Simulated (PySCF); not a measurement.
An unknown is described by computed data only.

Elements present: C, F, H, O and Si. Monoisotopic mass: 122.0199 u.

- UV, strongest line: among the 10 lowest singlet transitions: S9 at 8.72 eV (142 nm, f = 0.068) [TDDFT CAM-B3LYP/def2-SVPD]
- NMR, other nuclei: isotropic shieldings of nuclei other than C and H, by class: 283 (2 O), 483 (1 F), 347 (1 Si) ppm [GIAO B97-2/pcSseg-2]
- 13C NMR: chemical shifts (computed TMS as zero) by class: 78.0 (1 C), 69.1 (2 C) ppm [GIAO B97-2/pcSseg-2]
- Rotational structure: rotational constants A, B, C: 5.009, 1.385, 1.220 GHz [PBE0-D3(BJ)/def2-SVP]
- Triplet: lowest triplet excitation (Tamm–Dancoff): 6.62 eV [TDA CAM-B3LYP/def2-SVPD]
- XPS: Si2p3/2 107.8, C1s 292.6 (×2), C1s 292.7, O1s 538.3 (×2), F1s 692.5, Si1s 1847.8 eV [ΔSCF SCAN, pcX-2 on the ionised atom, pcseg-1 elsewhere, spin-free X2C, 2p3/2 from a spin–orbit splitting computed afterwards within the 2p shell]

The electronic properties come from PySCF, for the isolated species, density fitting. Levels stand in brackets. The structure is a single PBE0-D3(BJ)/def2-SVP conformer in the gas phase; no vibrational or solvent corrections. Each NMR value is the plain mean over a class of atoms that symmetry, rotation or inversion makes alike.

Question: Which formula fits the mass and the elements?

Answer: C3H7FO2Si (calculated 122.0199). No other formula that holds each of these elements comes within 0.0003 u with a fitting electron parity and a possible valence count.

Question: Propose a structure and show how it fits.

Answer: Numbering: `[F:1][CH2:2][SiH:3]1[O:4][CH2:5][CH2:6][O:7]1`. Its formula, C3H7FO2Si, gives 1 degree of unsaturation: 1 ring and 0 π bonds in the structure found. 3 carbons fall into 2 classes; from least to most shielded: sp3 C–F carbon [C2] (78.0 ppm), ring sp3 carbon bound to oxygen [C5/C6] (69.1 ppm, 2 C). The other shieldings belong to: 283 ppm, silyl ether oxygen [O4/O7]; 483 ppm, alkyl fluorine [F1]; 347 ppm, oxygen-bound silicon [Si3]. The core levels belong to: Si2p3/2 107.8 eV, oxygen-bound silicon [Si3]; C1s 292.6 eV, sp3 carbon bound to oxygen [C5/C6]; C1s 292.7 eV, sp3 C–F carbon [C2]; O1s 538.3 eV, silyl ether oxygen [O4/O7]; F1s 692.5 eV, alkyl fluorine [F1]; Si1s 1847.8 eV, oxygen-bound silicon [Si3]. One atom of each topological class was ionised and stands for its class. The optimised geometry has point group C1 and is an asymmetric top. Structure: `FC[SiH]1OCCO1`. Computed isomers that give other values at the same levels: `O=C(CCF)O[SiH3]` (rotational constant A: 8.723 GHz; this holds for the one conformer computed). The assignments are read from this structure; whether some other isomer fits the data as well wasn't checked.
